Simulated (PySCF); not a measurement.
**How methods differ on the excitation energy of Nd⁺**

Nd⁺ [Xe] 4f4 6s1 (high-spin determinant) → Nd⁺ [Xe] 4f5 (high-spin determinant), as a difference of total energies. Computed with PySCF 2.14 in x2c-TZVPPall, with scalar relativity by spin-free X2C-1e. Correlated levels: valence: [Kr] 4d10 frozen; valence and next inner shell: [Ar] 3d10 frozen. The calculations carry no spin-orbit coupling.

| method | excitation energy (eV) |
| --- | --- |
| UHF | 6.336 |
| LDA | 2.767 |
| PBE | 3.024 |
| r2SCAN | 3.478 |
| MP2 (valence) | 4.069 |
| SCS-MP2 (valence) | 5.024 |
| MP2 (valence and next inner shell) | 3.581 |
| SCS-MP2 (valence and next inner shell) | 4.607 |

Question: How much does correlation contribute at MP2 (valence and next inner shell)?

Answer: 3.581 − (6.336) = -2.755 eV, measured against UHF.

A first-order spin-orbit estimate (lowest level to lowest level, LS coupling) adds 0.094 eV.

The determinant of the upper state and of the lower state mixes LS terms, which raises its energy above the lowest term, most at the Hartree-Fock and MP2 levels.
